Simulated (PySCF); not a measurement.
Gas-phase reaction: 4 InH + 2 C₃H₇ (n-propyl) = 4 InCH₃ + C₂H₆. Level: ωB97X-V/def2-TZVP†; standard pressure 1 bar.

Energies from PySCF, thermal terms from the rigid-rotor harmonic-oscillator model, ideal gas at 1 bar. † marks an energy on the PBE0/def2-TZVP geometry and frequencies. Open shells (unrestricted): C₃H₇ (n-propyl) (multiplicity 2); the rest are closed-shell singlets. In: scalar-relativistic def2 core potential, no spin-orbit coupling. No R ln 2 is added for the mirror-image form of C₃H₇ (n-propyl). InH, InCH₃: computed as isolated molecules; such fragments, hydroxides, amides, oligomers or adducts are transient or little studied in the gas. The harmonic model lacks anharmonicity and excited electronic states, which grow with temperature; levels with a mode under 35 cm⁻¹ are left out. Internal rotation in C₃H₇ (n-propyl), C₂H₆ is treated as a harmonic vibration of one conformer, which makes the entropy rough.

```tsv
T (K)	1000/T (1/K)	log10 K
1200	0.8333	11.51
1400	0.7143	8.65
1600	0.6250	6.50
1800	0.5556	?
2000	0.5000	3.47
2500	0.4000	1.03
```

Problem. Fit log10 K = a + b·(1000/T) to the five rows, get the mean ΔH° and ΔS°, and predict log10 K at 1800 K.

Solution. Means: 1000/T = 0.6145, log10 K = 6.232. Sums of products about the means: Sxy = 2.83103, Sxx = 0.117064, so b = Sxy/Sxx = 24.18 and a = 6.232 − (24.18)×0.6145 = -8.63.
ΔH° = −R ln 10 × 1000 K × b = −19.145 × (24.18) = -463 kJ; ΔS° = R ln 10 × a = -165 J/K. The run's own values go from -457 kJ and -161 J/K at 1200 K to -470 kJ and -168 J/K at 2500 K.
Prediction at 1800 K: -8.63 + (24.18)×0.5556 = 4.80. The computed value is 4.82, 0.02 from the line.
For scale, ΔH°(298 K) is -444 kJ at this level, -453 kJ at ωB97M-V/def2-TZVP†, and runs from -516 to -260 kJ over the 17 levels computed.
